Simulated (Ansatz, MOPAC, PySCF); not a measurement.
Noncovalent pair: stibine (SMILES [SbH3]) (first 4 atoms) with C2H4 (SMILES C=C); geometry from B3LYP-D3(BJ)/def2-TZVP, rigid monomers moved along the line of their centres of mass till Sb1···C6 is 5.06 Å.
(charge 0, multiplicity 1):
```xyz
10

Sb     0.6126    -0.1406     0.6466
H      1.1955     0.4873    -0.8452
H      1.9767     0.4665     1.4844
H     -0.2803     1.2875     0.9520
C     -0.4487     0.5475     5.6693
C     -0.6023    -0.7610     5.5243
H      0.5162     0.9868     5.8906
H     -1.2808     1.2333     5.5659
H     -1.5663    -1.2008     5.2994
H      0.2303    -1.4467     5.6254
```

Counterpoise-corrected where a basis set is named; no monomer relaxation. Rows marked so take none.

Correlated levels freeze the cores. Filled d and f shells under p-block atoms count as core. CBS(a, b) extrapolates the correlation energy as X⁻³ and adds the Hartree–Fock energy of set b. Rows in 3-21G, STO-3G carry no dispersion term and start afresh at each structure; the Pople sets are all-electron and without relativity. The state reached by AM1, PM3, PM6, PM7 isn't checked; PM7 holds dispersion and hydrogen-bond terms.

The values were computed with Ansatz (Gaussian orbitals); MOPAC for AM1, PM3, PM6, PM7 (differences of heats of formation); PySCF for 3-21G rows, STO-3G rows, the dispersion terms. Each number belongs to the level named beside it. In def2 rows elements past Kr take small-core potentials, without spin–orbit coupling.

Other levels give for the interaction energy: PBE/def2-TZVPPD -13.3; B3LYP/def2-TZVPPD -2.1; B3LYP-D3(BJ)/def2-TZVPPD -24.5; wB97M-V/def2-TZVPPD -23.8; CCSD(T)/CBS(def2-SVPD, def2-TZVPPD) -22.4 meV.

Task: What do these common cheap choices give for the same quantity: AM1, PM3, PM6, PM7, HF/STO-3G (no counterpoise), HF/3-21G (no counterpoise), B3LYP/3-21G (no counterpoise)?

Result: AM1 -3.6; PM3 1.1; PM6 -7.2; PM7 -15.9; HF/STO-3G (no counterpoise) -2.6; HF/3-21G (no counterpoise) -23.1; B3LYP/3-21G (no counterpoise) -19.2 meV. They span -23.1 to 1.1 meV.

Ansatz is a quantum-chemistry and plane-wave program.
